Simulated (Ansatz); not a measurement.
Consider the cleavage of the Ge–Si bond: `C[SiH2][GeH2][OH]` + HI → `[OH][GeH2][I]` + `C[SiH3]`.

Calculated with Ansatz (gas phase, PBE0-D4/def2-TZVP geometries, no zero-point term in ΔE). CCSD(T)/CBS is the MP2 limit (def2-TZVPP, def2-QZVPP) plus CCSD(T) − MP2 in def2-TZVPP, frozen cores. This one scheme is used for every species. DFT in def2-TZVPP. Elements past krypton have def2 core potentials. For Ge, I outer-core shells are correlated without core-valence functions, which leaves a few kJ/mol of doubt a bond. Scalar relativity is left out up to krypton. One conformer a species, not always the lowest.

`C[SiH2][GeH2][OH]`:

Cartesian coordinates in Å:
```
C 0.552 1.385 -1.181
Si -0.873 0.405 -0.460
Ge -0.136 -0.886 1.411
O 1.186 -1.980 0.879
H 0.928 2.109 -0.456
H 0.239 1.927 -2.076
H 1.373 0.718 -1.451
H -1.423 -0.540 -1.474
H -1.981 1.304 -0.032
H 0.532 -0.040 2.509
H -1.265 -1.736 2.041
H 0.868 -2.666 0.288
```

HI:

Z-matrix (Å, degrees):
```
I
H 1 1.610
```

`[OH][GeH2][I]`:

```xyz
6

O    -0.015    1.420    0.258
Ge   -0.107   -0.347    0.264
I     1.481   -1.279   -1.452
H    -0.198    1.802   -0.604
H    -1.511   -0.830   -0.126
H     0.350   -0.766    1.660
```

`C[SiH3]`:

Z-matrix (Å, degrees):
```
C
Si 1 1.871
H 1 1.092 2 110.8
H 1 1.092 2 110.8 3 -120.0
H 1 1.092 2 110.8 3 120.0
H 2 1.488 1 110.7 3 -179.9
H 2 1.488 1 110.7 3 -59.9
H 2 1.488 1 110.7 3 60.1
```

CCSD(T)/CBS gives -81.0 kJ/mol.

Task: Another level gave -76.9 kJ/mol. Which?
A. ωB97M-V/def2-TZVPP
B. SCS-MP2/def2-TZVPP
C. LC-ωPBE/def2-TZVPP
D. revPBE-D4/def2-TZVPP

Result: C. LC-ωPBE -76.9, SCS-MP2/def2-TZVPP -87.2, ωB97M-V -82.0, revPBE-D4 -72.0 kJ/mol.

Task: What do rigid-rotor, harmonic-oscillator terms from PBE0-D4/def2-TZVP frequencies (298.15 K, 1 bar) make of the CCSD(T)/CBS value? (Best estimate.)

Result: Ansatz gave: ΔZPE = +6.9 kJ/mol, ΔH = -77.4 kJ/mol, ΔS = -2 J/(mol·K), ΔG = -76.8 kJ/mol. Modes under 50 cm⁻¹ make the entropy rough.

Largest T1 diagnostic among the species: 0.012.

Leaving LDA and LC-ωPBE aside and taking each functional with its dispersion term where it has one, the values, not all of them listed here, spread over 15.6 kJ/mol, from BHLYP-D4 to PBE-D4. LDA lies +4.9 kJ/mol from PBE without D4. From r2SCAN to r2SCAN0 (25 % exact exchange), in def2-TZVPP and without D4, ΔE moves by −3.1 kJ/mol.
